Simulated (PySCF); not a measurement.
ClCu, triplet, at a GFN2-xTB geometry (such geometries of metal compounds can be far from the true shape) (the multiplicity is a formal guess); TPSS/pcseg-1 (PySCF).

Here is a job for PySCF.
```python
from pyscf import gto, scf, dft

mol = gto.M(
    atom='''
Cu   -0.000000   -0.000000   -0.783800
Cl    0.000000    0.000000    1.337070
''',
    basis='pcseg-1',
    charge=0,
    spin=2,
    verbose=5,
)

mf = dft.UKS(mol)
mf.xc = 'tpss'
mf.kernel()
```

### Question
Write the output that PySCF gives for this input, abridged.

### Answer

```
PySCF version 2.14.0

[INPUT] verbose = 5
[INPUT] max_memory = 4000
[INPUT] num. atoms = 2
[INPUT] num. electrons = 46
[INPUT] charge = 0
[INPUT] spin (= nelec alpha-beta = 2S) = 2
[INPUT] symmetry False subgroup None
[INPUT] Mole.unit = angstrom
[INPUT] Symbol           X                Y                Z      unit          X                Y                Z       unit  Magmom
[...]
[INPUT] ---------------- BASIS SET ----------------
[INPUT] l, kappa, [nprim/nctr], expnt,             c_1 c_2 ...
[INPUT] Cu
[...]
                                11507.9           0.0142337    0    0    0    0
                                2618.82           0.0706331    0    0    0    0
                                739.536           0.245788    0    0    0    0
                                240.673            0.5    0    0    0    0
                                82.8992           0.391002    0    0    0    0
                                159.362              0 -0.080903    0    0    0
                                19.0056              0  0.5    0    0    0
                                8.50865              0 0.386407    0    0    0
                                3.01482              0 0.043055    0    0    0
                                2.20701              0    0  0.5    0    0
                                0.860421             0    0 0.251281    0    0
                                0.140845             0    0    0    1    0
                                0.0482383            0    0    0    0    1
[...]
                                447.221           0.025831    0    0
                                143.778           0.11849    0    0
                                53.5818           0.333882    0    0
                                21.5313            0.5    0    0
                                8.59335           0.268355    0    0
                                5.3595               0 0.29626    0
                                2.08306              0  0.5    0
                                0.767566             0 0.231525    0
                                0.18                 0    0    1
[...]
                                22.6523           0.110327    0
                                7.92099           0.331718    0
                                2.9359            0.518899    0
                                1.01874            0.5    0
                                0.303322             0    1
[...]
[INPUT] Cl
[...]
                                8420.32           0.0057082    0    0    0
                                1916.46           0.0292141    0    0    0
                                542.099           0.112411    0    0    0
                                175.74            0.313999    0    0    0
                                62.7191            0.5    0    0    0
                                23.4123           0.302077    0    0    0
                                52.2067              0 -0.0897496    0    0
                                5.66022              0 0.573007    0    0
                                2.2423               0  0.5    0    0
                                0.456488             0    0    1    0
                                0.159693             0    0    0    1
[...]
                                125.415           0.0300914    0    0
                                39.9394           0.129733    0    0
                                14.6334           0.341517    0    0
                                5.64837            0.5    0    0
                                2.1536            0.289333    0    0
                                1.0881               0 0.252417    0
                                0.387168             0  0.5    0
                                0.123929             0    0    1
[...]
nuclear repulsion = 123.008182954901
number of shells = 7
number of NR pGTOs = 125
number of NR cGTOs = 49
basis = pcseg-1
ecp = {}

******** <class 'pyscf.dft.uks.UKS'> ********
method = UKS
initial guess = minao
damping factor = 0
level_shift factor = 0
DIIS = <class 'pyscf.scf.diis.CDIIS'>
diis_start_cycle = 1
diis_space = 8
diis_damp = 0
SCF conv_tol = 1e-09
SCF conv_tol_grad = None
SCF max_cycles = 50
direct_scf = True
direct_scf_tol = 1e-13
number electrons alpha = 24  beta = 22
XC library pyscf.dft.libxc version 7.1.2
    S. Lehtola, C. Steigemann, M. J. T. Oliveira, and M. A. L. Marques,  SoftwareX 7, 1–5 (2018)
XC functionals = tpss
    J. Tao, J. P. Perdew, V. N. Staroverov, and G. E. Scuseria,  Phys. Rev. Lett. 91, 146401 (2003)
    J. P. Perdew, J. Tao, V. N. Staroverov, and G. E. Scuseria,  J. Chem. Phys. 120, 6898 (2004)
    J. Tao, J. P. Perdew, V. N. Staroverov, and G. E. Scuseria,  Phys. Rev. Lett. 91, 146401 (2003)
    J. P. Perdew, J. Tao, V. N. Staroverov, and G. E. Scuseria,  J. Chem. Phys. 120, 6898 (2004)
radial grids:
    Treutler-Ahlrichs [JCP 102, 346 (1995); DOI:10.1063/1.469408] (M4) radial grids

becke partition: Becke, JCP 88, 2547 (1988); DOI:10.1063/1.454033
pruning grids: <function nwchem_prune>
grids dens level: 3
symmetrized grids: False
atomic radii adjust function: <function treutler_atomic_radii_adjust>
small_rho_cutoff = 0
Set gradient conv threshold to 3.16228e-05
atom Cu rad-grids = 90, ang-grids = [ 50  50  50  50  50  50  50  50  50  50  50  50  50  50  50  50  50  50
  50  50  50  50  50  50  50  50  50  50  86  86  86  86  86  86  86  86
  86  86  86  86  86  86  86  86 350 350 350 350 350 350 350 350 350 350
 350 434 434 434 434 434 434 434 434 434 434 434 434 434 434 434 434 434
 434 434 434 434 350 350 350 350 350 350 350 350 350 350 350 350 350 350]
atom Cl rad-grids = 80, ang-grids = [ 50  50  50  50  50  50  50  50  50  50  50  50  50  50  50  50  50  50
  50  50  50  50  50  50  86  86  86  86  86  86  86  86  86  86  86  86
  86 350 350 350 350 350 350 350 350 350 434 434 434 434 434 434 434 434
 434 434 434 434 434 434 434 434 434 434 350 350 350 350 350 350 350 350
[...]
cycle= 47 E= -2100.52884463356  delta_E= -1.19e-07  |g|= 6.27e-05  |ddm|= 0.017

  alpha mo_energy =
[-3.22090249e+02 -1.00985006e+02 -3.84438282e+01 -3.36925238e+01
 -3.36919532e+01 -3.36654370e+01 -9.24585658e+00 -7.02976291e+00
 -7.02456318e+00 -7.01965623e+00 -4.25869906e+00 -2.80226858e+00
 -2.80124072e+00 -2.75211095e+00 -7.66987597e-01 -3.84319153e-01
 -3.74546708e-01 -3.35201943e-01 -3.15854784e-01 -3.14901263e-01
 -3.12070975e-01 -2.93609254e-01 -2.82351441e-01 -1.69465287e-01
  3.21954807e-02  4.45814621e-02  1.07916379e-01  1.55011242e-01
  3.20368093e-01  3.51889490e-01  3.64048975e-01  4.84387034e-01
  5.23884413e-01  5.42987774e-01  6.26008356e-01  6.26074263e-01
  7.08765394e-01  7.08957444e-01  7.52481621e-01  8.85657329e-01
  9.04471999e-01  1.19352650e+00  5.04274651e+00  5.04693556e+00
  5.06114497e+00  5.07843652e+00  5.08285427e+00  5.08515551e+00
  5.08926220e+00]
  beta  mo_energy =
[-3.22089119e+02 -1.00981399e+02 -3.84311168e+01 -3.36790223e+01
 -3.36768398e+01 -3.36622418e+01 -9.24292619e+00 -7.02201568e+00
 -7.02099191e+00 -7.01778794e+00 -4.22892769e+00 -2.76242679e+00
 -2.76226179e+00 -2.74148904e+00 -7.47231246e-01 -3.72073559e-01
 -3.22447506e-01 -3.17099528e-01 -3.01010026e-01 -2.91206618e-01
 -2.71170502e-01 -2.67750058e-01 -2.59546421e-01 -1.18959696e-01
  7.38153187e-02  7.92579561e-02  1.35683416e-01  1.88820482e-01
  3.32742367e-01  3.68995784e-01  3.69310361e-01  4.99230796e-01
  5.63666641e-01  5.65789131e-01  6.53827682e-01  6.54315981e-01
  7.40269096e-01  7.40316269e-01  7.78005317e-01  9.26603288e-01
  9.27800479e-01  1.21949753e+00  5.08027669e+00  5.08343134e+00
  5.08902333e+00  5.09698885e+00  5.10127465e+00  5.10254381e+00
  5.10368989e+00]
multiplicity <S^2> = 2.002358  2S+1 = 3.0015716
nelec by numeric integration = [23.99999997 21.99999981]
E1 = -3165.0921489739394  E2 = 941.5551211059611  Ecoul = 1036.9416496934666  Exc = -95.38652858750547
cycle= 48 E= -2100.52884491308  delta_E= -2.8e-07  |g|= 0.00084  |ddm|= 0.0892

  alpha mo_energy =
[-3.22090249e+02 -1.00985006e+02 -3.84438281e+01 -3.36923887e+01
 -3.36919532e+01 -3.36655722e+01 -9.24585666e+00 -7.02971258e+00
 -7.02456326e+00 -7.01970675e+00 -4.25869442e+00 -2.80201725e+00
 -2.80123895e+00 -2.75236035e+00 -7.66983914e-01 -3.84309388e-01
 -3.74335698e-01 -3.35382123e-01 -3.15794685e-01 -3.14751633e-01
 -3.12071214e-01 -2.93681815e-01 -2.82528105e-01 -1.69464331e-01
  3.22572036e-02  4.45196427e-02  1.07916897e-01  1.55012773e-01
  3.20369027e-01  3.51949805e-01  3.63987944e-01  4.84389424e-01
  5.23978831e-01  5.42891523e-01  6.26009720e-01  6.26074461e-01
  7.08765534e-01  7.08953688e-01  7.52474073e-01  8.85750729e-01
  9.04377646e-01  1.19352490e+00  5.04294034e+00  5.04712346e+00
  5.06114517e+00  5.07834936e+00  5.08284941e+00  5.08505248e+00
  5.08907285e+00]
  beta  mo_energy =
[-3.22089119e+02 -1.00981399e+02 -3.84311168e+01 -3.36789386e+01
 -3.36768398e+01 -3.36623256e+01 -9.24292627e+00 -7.02199466e+00
 -7.02099201e+00 -7.01780913e+00 -4.22892687e+00 -2.76232163e+00
 -2.76226167e+00 -2.74159284e+00 -7.47231085e-01 -3.72050704e-01
 -3.22419853e-01 -3.17125252e-01 -3.00888483e-01 -2.91202683e-01
 -2.71316467e-01 -2.67709988e-01 -2.59588167e-01 -1.18961534e-01
  7.38424299e-02  7.92307199e-02  1.35682868e-01  1.88820336e-01
  3.32742402e-01  3.68997327e-01  3.69308753e-01  4.99230753e-01
  5.63677099e-01  5.65778430e-01  6.53836367e-01  6.54307077e-01
  7.40270375e-01  7.40320644e-01  7.77997941e-01  9.26609184e-01
  9.27794428e-01  1.21949729e+00  5.08038745e+00  5.08350611e+00
  5.08908303e+00  5.09701244e+00  5.10118505e+00  5.10244690e+00
  5.10360699e+00]
multiplicity <S^2> = 2.0023457  2S+1 = 3.0015634
nelec by numeric integration = [23.99999997 21.99999981]
E1 = -3165.097181410943  E2 = 941.5601533186211  Ecoul = 1036.9468818647888  Exc = -95.38672854616766
cycle= 49 E= -2100.52884513742  delta_E= -2.24e-07  |g|= 0.000254  |ddm|= 0.000615

  alpha mo_energy =
[-3.22090255e+02 -1.00985001e+02 -3.84438362e+01 -3.36942719e+01
 -3.36919601e+01 -3.36637024e+01 -9.24585226e+00 -7.03040782e+00
 -7.02455890e+00 -7.01900217e+00 -4.25876847e+00 -2.80551176e+00
 -2.80127046e+00 -2.74890521e+00 -7.67034709e-01 -3.84453537e-01
 -3.77278788e-01 -3.32897193e-01 -3.16818070e-01 -3.16647651e-01
 -3.12073405e-01 -2.92651027e-01 -2.80063262e-01 -1.69479363e-01
  3.13989936e-02  4.53775932e-02  1.07908786e-01  1.54990324e-01
  3.20356167e-01  3.51114862e-01  3.64837340e-01  4.84356292e-01
  5.22669803e-01  5.44229329e-01  6.25990257e-01  6.26072868e-01
  7.08763817e-01  7.09009267e-01  7.52586299e-01  8.84455179e-01
  9.05688647e-01  1.19354972e+00  5.04024456e+00  5.04449510e+00
  5.06113790e+00  5.07930812e+00  5.08291390e+00  5.08672615e+00
  5.09171407e+00]
  beta  mo_energy =
[-3.22089125e+02 -1.00981395e+02 -3.84311232e+01 -3.36801073e+01
 -3.36768461e+01 -3.36611693e+01 -9.24292185e+00 -7.02228299e+00
 -7.02098772e+00 -7.01751188e+00 -4.22894358e+00 -2.76378721e+00
 -2.76226709e+00 -2.74015745e+00 -7.47230340e-01 -3.72391847e-01
 -3.22804225e-01 -3.16766510e-01 -3.02582528e-01 -2.91253527e-01
 -2.69282303e-01 -2.68266165e-01 -2.59005895e-01 -1.18947959e-01
  7.34653958e-02  7.96075889e-02  1.35681545e-01  1.88816846e-01
  3.32740949e-01  3.68977907e-01  3.69332765e-01  4.99231611e-01
  5.63532751e-01  5.65927693e-01  6.53732189e-01  6.54417672e-01
  7.40220090e-01  7.40288253e-01  7.78105064e-01  9.26527913e-01
  9.27878638e-01  1.21950161e+00  5.07885711e+00  5.08244367e+00
  5.08822582e+00  5.09673519e+00  5.10240889e+00  5.10381607e+00
  5.10472351e+00]
multiplicity <S^2> = 2.0025265  2S+1 = 3.0016839
nelec by numeric integration = [23.99999997 21.99999981]
E1 = -3165.027452063  E2 = 941.490448038826  Ecoul = 1036.8744048965075  Exc = -95.38395685768145
cycle= 50 E= -2100.52882106927  delta_E= 2.41e-05  |g|= 0.00841  |ddm|= 0.258
SCF not converged.
SCF energy = -2100.52882106927 after 50 cycles  <S^2> = 2.0025265  2S+1 = 3.0016839
```

Convergence was not reached.
